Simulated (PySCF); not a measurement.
CH4OZn, SMILES [CH3][Zn][OH].

The structure is a stationary point at PBE0-D3(BJ)/def2-TZVP. The isomer is the one that the SMILES or the coordinates give; other isomers of the formula were not compared. Other conformers were not sampled.

Two levels are set side by side: PBE/def2-TZVPD (PySCF) and CAM-B3LYP/def2-TZVPD (PySCF). Same geometry, gas phase. Differences are taken from unrounded values.

```csv
quantity,CAM-B3LYP
orbital gap (eV),9.71
highest occupied level (eV),-9.60
lowest empty level (eV),0.11
dipole moment (D),1.88
mean polarisability (bohr³),42.1
```

### Question
What does PBE give, and how far is it from CAM-B3LYP? (Estimate from the structure and the level; the computed values follow.)

### Answer

| quantity | PBE | PBE minus CAM-B3LYP |
|---|---|---|
| orbital gap (eV) | 5.19 | -4.52 |
| highest occupied level (eV) | -6.45 | 3.14 |
| lowest empty level (eV) | -1.26 | -1.37 |
| dipole moment (D) | 1.76 | -0.12 |
| mean polarisability (bohr³) | 45.7 | 3.6 |

Without exact exchange PBE keeps part of each electron's self-repulsion, which lifts occupied levels and narrows the gap. PBE's more diffuse valence density responds more strongly to a field. Differences between two approximate levels are no errors against the true value.

Rough cost on one machine, each run with all the roots and properties that it gave: CAM-B3LYP against PBE within a factor of 2.
